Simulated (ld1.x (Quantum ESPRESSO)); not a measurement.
# Before and after: RRKJ potential for chromium

chromium, norm-conserving RRKJ (Kleinman–Bylander form), made with ld1.x (Quantum ESPRESSO) 7.5 (PBE, scalar-relativistic). Core [Ne], reference 3s2 3p6 3d4.5 4s0 4p0 (charge +1.5). Waves: 3s (bound): rc 0.95 bohr; 3p (bound): rc 1.15 bohr; 3d (bound): rc 2.00 bohr. Local part: the d channel. Core correction: a·sin(br)/r model core, default radius (core density twice the valence density). rho0 = 0.01.

Change: wave 3d (bound): rc 2.00 bohr becomes 3d (bound): rc 2.20 bohr.

Cutoffs: the cutoffs (Ry, on a coarse ladder) from which the occupation-weighted sum of valence levels, in a spherical-Bessel basis at the reference potential, stays within 10 and 1 mRy of its value at 400 Ry; they do not see the model core or the augmentation charge, which bear on the density cutoff. Errors are all-electron minus pseudo energies relative to the spin-unpolarised reference configuration.

**Question.** Predict the effect on cutoff, ghosts and configuration errors.

**Answer.** The potential gets neither clearly harder nor softer (140 Ry and 200 Ry → 140 Ry and 200 Ry); the s channel sets the loose cutoff, while the largest relative change is in d, which becomes softer; the number of tests that count goes from 7 to 5; of the 5 tests that both files solve, the error grows in 2 and shrinks in 0 by more than 15 % and 0.3 meV (median size 349.8 → 387.9 meV); neither file shows a bound ghost at the reference potential, the only one tested.

```csv
quantity,base,changed
"cutoff, loose",140 Ry,140 Ry
"cutoff, tight",200 Ry,200 Ry
loose cutoff by channel (10 mRy a level),"s 90 Ry, p 45 Ry, d 55 Ry","s 90 Ry, p 45 Ry, d 45 Ry"
bound ghosts,none,none
"tests counted (converged, no solver errors)",7 of 7,5 of 7
"error for 3s2 3p6 3d5 4s1 4p0, meV [ΔE -13.30 eV]",-350,-388
"error for 3s2 3p6 3d5 4s0 4p0, meV [ΔE -6.40 eV]",-11,-14
"error for 3s1 3p6 3d5 4s1 4p0, meV [ΔE 66.95 eV]",-668,-621
"error for 3s2 3p6 3d4 4s2 4p0, meV [ΔE -13.40 eV]",-718,-663
"error for 3s2 3p6 3d5 4s0 4p1, meV [ΔE -10.18 eV]",-166,-245
```

Changed file: Tests not counted: 3s2 3p6 3d4 4s0 4p0 (solver errors, printed error -1987 eV); 3s2 3p6 3d2 4s0 4p0 (solver errors, printed error -1901 eV).
